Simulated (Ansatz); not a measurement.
`C=N[SiH2]O[SiH3]` + `[NH2][AlH2]` → `[AlH2][NH][SiH2]O[SiH3]` + `C=N`  (ligand exchange at the Si–N bond)

Calculated with Ansatz (gas phase, PBE0-D4/def2-TZVP geometries, no zero-point term in ΔE). CCSD(T)/CBS is the MP2 limit (def2-TZVPP, def2-QZVPP) plus CCSD(T) − MP2 in def2-TZVPP, frozen cores. This one scheme is used for every species. Functionals use def2-TZVPP. One conformer a species, not always the lowest.

| level | ΔE (kJ/mol) |
| --- | --- |
| CAM-B3LYP-D4 | -18.1 |
| ωB97X-V | -20.4 |
| LC-ωPBE | -20.2 |
| CCSD/def2-TZVPP | -24.8 |

(1) What does CCSD(T)/CBS give? (Estimate.)

Largest T1 diagnostic among the species: 0.013.

## Answers

(1) Computed: -23.0 kJ/mol. The listed levels differ from it by 4.9, 2.6, 2.8, -1.8 kJ/mol.

From BLYP to BHLYP (50 % exact exchange), in def2-TZVPP and without D4, ΔE moves by −4.0 kJ/mol. Leaving LDA and LC-ωPBE aside and taking each functional with its dispersion term where it has one, the values, not all of them listed here, spread over 6.3 kJ/mol, from PBE-QIDH to BLYP-D4. At CCSD(T), def2-SVP lies −4.4 kJ/mol from the extrapolated value and def2-TZVPP −2.0 kJ/mol.
